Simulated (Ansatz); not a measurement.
Compare A (`CO[SiH](C)N`) with its isomer B (`C[SiH2]NCO`).

Calculated with Ansatz (gas phase, PBE0-D4/def2-TZVP geometries, no zero-point term in ΔE). CCSD(T)/CBS adds triple-zeta CCSD(T) − MP2 to the extrapolated MP2 energy (def2 sets, frozen cores). DFT in def2-TZVPP. B3LYP here is the variant with VWN-RPA as its local correlation; programs differ in this. Each species was taken in one conformer, which may not be the lowest.

A:

Z-matrix (Å, degrees):
```
C
O 1 1.404
H 1 1.098 2 111.9
H 1 1.092 2 108.6 3 -119.4
H 1 1.097 2 111.7 3 121.5
Si 2 1.652 1 122.6 3 -48.1
N 6 1.706 2 111.2 1 169.1
C 6 1.861 2 110.3 1 -69.9
H 6 1.491 2 106.8 1 51.2
H 7 1.007 6 120.2 2 -66.2
H 7 1.007 6 120.1 2 78.1
H 8 1.094 6 110.9 2 -64.4
H 8 1.092 6 110.9 2 175.3
H 8 1.093 6 111.0 2 55.2
```

B:

Z-matrix (Å, degrees):
```
C
Si 1 1.868
H 1 1.094 2 110.5
H 1 1.093 2 111.0 3 -119.7
H 1 1.093 2 111.1 3 120.0
N 2 1.722 1 115.4 3 179.3
H 2 1.491 1 108.3 3 59.3
H 2 1.488 1 109.2 3 -60.7
C 6 1.429 2 125.2 1 -78.0
H 6 1.008 2 120.2 1 91.8
O 9 1.408 6 113.1 2 -123.8
H 9 1.100 6 107.9 2 -0.7
H 9 1.095 6 112.4 2 118.0
H 11 0.962 9 107.1 6 51.5
```

Problem. Which is lower in electronic energy at CCSD(T)/CBS, and by how much? (Best estimate.)

Solution. The calculation gave: A, by 152.2 kJ/mol.

Problem. Give E(B) − E(A) in kJ/mol with CCSD(T)/def2-TZVPP, PBE0-D4, B3LYP-D4, MP2/def2-TZVPP, ωB97M-V, CCSD/def2-TZVPP, HF/def2-TZVPP. (Estimate.)

Solution. Ansatz gave: CCSD(T)/def2-TZVPP 149.6, PBE0-D4 142.3, B3LYP-D4 150.8, MP2/def2-TZVPP 153.9, ωB97M-V 150.9, CCSD/def2-TZVPP 151.2, HF/def2-TZVPP 157.6. None reverses the order clearly.

Largest T1 diagnostic: 0.011.

From PBE to PBE0 (25 % exact exchange), in def2-TZVPP and without D4, E(B) − E(A) moves by +4.6 kJ/mol. In def2-TZVPP, CCSD(T) changes the Hartree–Fock value by −8.1 kJ/mol (the triples alone add −1.6 kJ/mol) and MP2 by −3.7 kJ/mol.
